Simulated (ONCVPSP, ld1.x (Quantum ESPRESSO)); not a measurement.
**Hardness and transferability of assorted potentials**

Generated with ld1.x 7.5 (TM, RRKJ, ultrasoft, PAW), atompaw 4.2 or ONCVPSP 4.0.1. The cutoff is in Ry: for ld1.x and atompaw files where the sum of valence levels is converged to 10 mRy in a Bessel basis, for ONCV files where the hardest occupied wave has 1 mHa per electron of residual kinetic energy. The error is the largest all-electron minus pseudo excitation energy over each file’s own four to seven test configurations (ionisations up to +4, promotions, holes and added fractions of an electron), all of which were solved. The labels leave out finer settings (local radius, basis sizes, second energies), which also bear on the numbers. Spin-polarised tests are not counted. The rows are a selection from randomly drawn settings: files with unsolved tests, undetermined cutoffs or missed reference levels are left out.

A true bound ghost makes a file unfit for plane-wave use even where its test errors are small: the radial tests pick states by their node count and pass the ghost by.

```tsv
element	potential	cutoff (Ry)	largest error (meV)	bound ghosts
Ga	TM semilocal, PBE, scalar-relativistic, rc 1.75/2.40/1.95 (spd), local d, core correction yes, reference 4s2 4p0.5	15	-146	none
Sr	ONCV, PBEsol, fully relativistic, rc 2.60/1.95/2.20 (spd), local smoothed, core correction yes, reference 4s2 4p6 5s1, qcut 5.2/8.1/5.1, projectors 3/2/1	39	-2.0	none
Mo	ONCV, PBE, scalar-relativistic, rc 1.25/1.15/1.15 (spd), local d, core correction yes, reference 4s2 4p6 4d3, qcut 6.4/6.3/9.5, projectors 2/1/0	183	+6.9	none
Tc	ONCV, LDA (Perdew-Wang 92), scalar-relativistic, rc 2.10/1.10/1.75 (spd), local smoothed, core correction yes, reference 4s2 4p6 4d6 5s1, qcut 5.5/6.8/9.5, projectors 2/2/2	194	-2.6	none
Ba	ONCV, PBEsol, fully relativistic, rc 2.85/2.55/2.75 (spd), local smoothed, core correction yes, reference 5s2 5p6 6s1 6p1, qcut 5.5/4.4/3.9, projectors 3/2/2	16	-0.6	none
Sm	ONCV, PBE, scalar-relativistic, rc 2.60/1.75/3.20 (spd), local smoothed, core correction yes, reference 5s2 5p6 5d1 6s2, qcut 5.2/4.2/4.7, projectors 2/2/2	76	-32	d
Tl	ONCV, PBE, scalar-relativistic, rc 1.65/1.70/1.85 (spd), local smoothed, core correction yes, reference 5s2 5p6 5d10 6s2 6p0.5, qcut 9.6/9.2/7.9, projectors 2/2/2	56	-208	none
```

(1) Fill in the row for Mg: ONCV, PBE, scalar-relativistic, rc 1.25/1.20/1.35 (spd), local smoothed, core correction yes, reference 2s2 2p6 3s2, qcut 11/13.2/6.8, projectors 3/3/1.

Results:

(1) cutoff 121 Ry, largest error -327 meV, bound ghosts: none.
